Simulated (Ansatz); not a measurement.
```yaml
crystal:
  periodic: [false, false, false]
  atoms:
    - {symbol: Br, position_ang: [0.976286, 1.836945, 0.727021]}
    - {symbol: Zn, position_ang: [-0.005017, -0.020647, -0.005051]}
    - {symbol: Br, position_ang: [-0.982270, -1.881098, -0.735270]}
basis:
  gaussian: {orbitals: x2c-TZVPPall}
total_charge: -1
magnetization: {spin_polarized: true, initial_magnetization: 1}
hamiltonian: {xc: {name: B3LYP}, dispersion: d4}
```

```sh
$ ansatz run in.yaml --threads 2 --pin off --events-out ev --progress --plain --max-ram 32768MiB --backend cpu
```

Output, abridged:

```
Functional definition: B3LYP
1107 factors; integrals over basis functions are off by at most 9.6e-4 eV
mean field evaluation 1: about -190714.8544 eV, gradient 3.1e1 eV
mean field evaluation 2: about -190711.1700 eV, gradient 6.2e1 eV
mean field evaluation 4: about -190716.5465 eV, gradient 1.3e0 eV
mean field evaluation 8: about -190716.6218 eV, gradient 1.1e-1 eV
mean field evaluation 16: about -190716.6219 eV, gradient 3.1e-5 eV
mean field -190716.62187040 eV, -7008.7065813677 hartree, gradient 2.3e-5 eV, S^2 0.751107; 0 other end points of the search recorded, 0 dependent functions left out
reference -190716.62208359 eV, -7008.7065892025 hartree; 51, 50 occupied and 109, 110 virtual orbitals, 1107 factors
Total energy: -190716.75204979 eV, -7008.7113653722 hartree
Relativity: scalar
```

Run time 9.5 s (2 threads of a server CPU on a shared host); peak host memory 0.59 GiB.
